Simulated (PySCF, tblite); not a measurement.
Species: C₅H₇NO₂Si.
Geometry (GFN2-xTB, Å), atoms numbered from 1 in this order:
```xyz
16
C5H7NO2Si angstrom
C     -1.5894   -1.3149   -0.0926
C     -0.8259   -0.2731    0.7259
Si    -1.0094    1.5678    0.1535
O      0.6058    1.8407   -0.1386
C      1.3308    0.7294    0.1067
C      2.6317    0.3532    0.0286
O      2.7141   -0.9397    0.4175
N      1.4814   -1.4087    0.7494
C      0.6467   -0.4275    0.5712
H     -1.3205   -2.3164    0.2366
H     -1.3470   -1.2277   -1.1495
H     -2.6614   -1.1784    0.0284
H     -1.0882   -0.4104    1.7788
H     -1.4123    2.4754    1.2179
H     -1.7068    1.7062   -1.1170
H      3.5429    0.8331   -0.2608
```

Level of theory: wB97X-D/def2-SVPD in PySCF (dipole) on a GFN2-xTB geometry, gas phase.

Masses are those of the commonest isotopes; rigid-rotor values at the optimised geometry. 

Question: What are A, B and C (cm⁻¹)?

Answer: Ia = 205.85, Ib = 370.04, Ic = 543.03 u·Å²; 505379 MHz·u·Å²/I gives 2455, 1366 and 930.7 MHz, that is A = 0.08189, B = 0.04556, C = 0.03104 cm⁻¹.

Question: What kind of rotor is it?

Answer: An asymmetric top. Ray's parameter κ = (2B − A − C)/(A − C) = -0.429; −1 is the prolate and +1 the oblate limit.

Question: What does the inertial defect say?

Answer: Not planar: Δ = Ic − Ia − Ib = -32.86 u·Å². For a rigid frame Δ = −2 Σ m c², so Σ m c² = 16.43 u·Å² lies off the ab plane: 7.99 from hydrogen and 8.43 from heavier atoms. The atom farthest from that plane is 1.57 Å away.

Question: Where do the levels up to J = 5 lie, in MHz?

Answer: Above 0(0,0):
J = 1: 1(0,1) 2296, 1(1,1) 3386, 1(1,0) 3821
J = 2: 2(0,2) 6783, 2(1,2) 7544, 2(1,1) 8849, 2(2,1) 12117, 2(2,0) 12223
J = 3: 3(0,3) 13282, 3(1,3) 13720, 3(1,2) 16314, 3(2,2) 19006, 3(2,1) 19502, 3(3,1) 25601, 3(3,0) 25617
J = 4: 4(0,4) 21650, 4(1,4) 21864, 4(1,3) 26101, 4(2,3) 28108, 4(2,2) 29420, 4(3,2) 34958, 4(3,1) 35072, 4(4,1) 43958, 4(4,0) 43961
J = 5: 5(0,5) 31837, 5(1,5) 31931, 5(1,4) 38035, 5(2,4) 39354, 5(2,3) 41944, 5(3,3) 46665, 5(3,2) 47087, 5(4,2) 55676, 5(4,1) 55695, 5(5,1) 67221, 5(5,0) 67221
The levels of one J sum to (2J + 1)J(J + 1)(A + B + C)/3.

Question: Which lines would a microwave search look for?

Answer: The dipole components are |μa| = 2.99 D, |μb| = 0.87 D, |μc| = 0.07 D. Intensities carry the squares of the components, which stand as 1.00 : 0.09 : 0.00 (a : b : c). Some lines, for components of 0.1 D or more:

```
type  branch         J(Ka,Kc)    MHz  lower level (cm⁻¹)
   a       Q  1(1,0) ← 1(1,1)    435               0.113
   a       Q  4(2,2) ← 4(2,3)   1312               0.938
   b       Q  3(2,1) ← 3(1,2)   3188               0.544
   b       Q  4(2,2) ← 4(1,3)   3319               0.871
   b       R  1(1,1) ← 0(0,0)   3386               0.000
   b       R  2(0,2) ← 1(1,1)   3397               0.113
   b       R  4(2,2) ← 3(3,1)   3819               0.854
   b       R  3(1,2) ← 2(2,1)   4197               0.404
   a       Q  4(1,3) ← 4(1,4)   4237               0.729
   b       Q  4(1,3) ← 4(0,4)   4451               0.722
   b       Q  3(2,2) ← 3(1,3)   5286               0.458
   b       Q  4(3,2) ← 4(2,3)   6850               0.938
   b       R  4(1,3) ← 3(2,2)   7095               0.634
   a       R  3(1,2) ← 2(1,1)   7465               0.295
   b       R  4(0,4) ← 3(1,3)   7930               0.458
   b       R  4(1,4) ← 3(0,3)   8581               0.443
   a       R  4(2,3) ← 3(2,2)   9102               0.634
   a       R  4(3,2) ← 3(3,1)   9357               0.854
   a       R  4(3,1) ← 3(3,0)   9454               0.855
   a       R  4(1,3) ← 3(1,2)   9787               0.544
   a       R  4(2,2) ← 3(2,1)   9918               0.651
   b       R  4(4,1) ← 3(3,0)  18341               0.855
```

Question: Estimate the classical rotational partition function at 25 K, 200 K and 298.15 K.

Answer: Point group C1, symmetry number σ = 1; q = (√π/σ)·√((kT/h)³/(ABC)), k/h = 20836.6 MHz/K: 11900 at 25 K, 270000 at 200 K, 491000 at 298.15 K.

Its GFN2-xTB frequencies are all real (lowest 65 cm⁻¹). Constants of a rigid frame at the computed geometry: no zero-point averaging, no centrifugal distortion. A rigid rotor knows nothing of internal rotation, which can split or shift real lines. Quadrupole hyperfine structure (14N) is left out.

Time: 2.1 min of wall time; peak memory 1.1 GiB. Hardware: Arm Neoverse N1, one thread (shared host). This is the wB97X-D/def2-SVPD job that gave the dipole, with the excitations it also computed.
